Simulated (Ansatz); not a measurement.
`[GeH3][SiH2][GeH2][GeH3]` + H₂O → `[OH][GeH2][GeH3]` + `[SiH3][GeH3]` at 298.15 K and 1 bar (formal hydrolysis of a Ge–Si bond).

Gas-phase electronic energies from Ansatz, PBE0-D4/def2-TZVP geometries. CCSD(T)/CBS is the MP2 limit (def2-TZVPP, def2-QZVPP) plus CCSD(T) − MP2 in def2-TZVPP, frozen cores. This one scheme is used for every species. For Ge outer-core shells are correlated without core-valence functions, which leaves a few kJ/mol of doubt a bond. Scalar relativity is left out up to krypton. Each species was taken in one conformer, which may not be the lowest.

| species | CCSD(T)/CBS energy (Eh) | H − E (kJ/mol) | S (J/(mol·K)) |
| --- | --- | --- | --- |
| `[GeH3][SiH2][GeH2][GeH3]` | -6523.43025 | 239.9 | 455.8 |
| H₂O | -76.37941 | 66.4 | 188.7 |
| `[OH][GeH2][GeH3]` | -4231.02019 | 158.4 | 349.0 |
| `[SiH3][GeH3]` | -2368.78170 | 140.9 | 292.8 |

H − E and S are ideal-gas, rigid-rotor, harmonic terms from PBE0-D4/def2-TZVP, for one conformer and one mirror image of each species. 1 Eh = 2625.50 kJ/mol, R = 8.31446 J/(mol·K).

Q: By hand: ΔE, ΔH, ΔS and ΔG.

A: ΔE = (-4231.02019) + (-2368.78170) − (-6523.43025) − (-76.37941) = 0.00777 Eh = 20.4 kJ/mol. Δ(H − E) = 158.4 + 140.9 − 239.9 − 66.4 = -7.0, so ΔH = 13.4 kJ/mol. ΔS = 349.0 + 292.8 − 455.8 − 188.7 = -2.7 J/(mol·K). ΔG = 13.4 − 298.15 × (-2.7)/1000 = 14.2 kJ/mol.

Q: By hand: the equilibrium constant, and the temperature at which ΔG would vanish if ΔH and ΔS stayed fixed.

A: log₁₀ K = −ΔG/(RT ln 10) = -2.5. ΔH and −TΔS have one sign here, so there is no such temperature.

The number of gas molecules stays the same, so ΔS is small and ΔH decides. A doubt of 5 kJ/mol in ΔE shifts log₁₀ K by 0.9 here. Other conformers and mirror images would add mixing entropy, several J/(mol·K) or more a flexible species. Modes under 60 cm⁻¹, often nearly free rotors, make the harmonic entropy too high. These are equilibria of isolated gas molecules and say nothing of rates. Largest T1 diagnostic: 0.012 (customary marks: 0.02 for closed shells, 0.045 for open ones).

ΔS is within the doubt of such terms, so its sign, and with it that verdict, could turn.
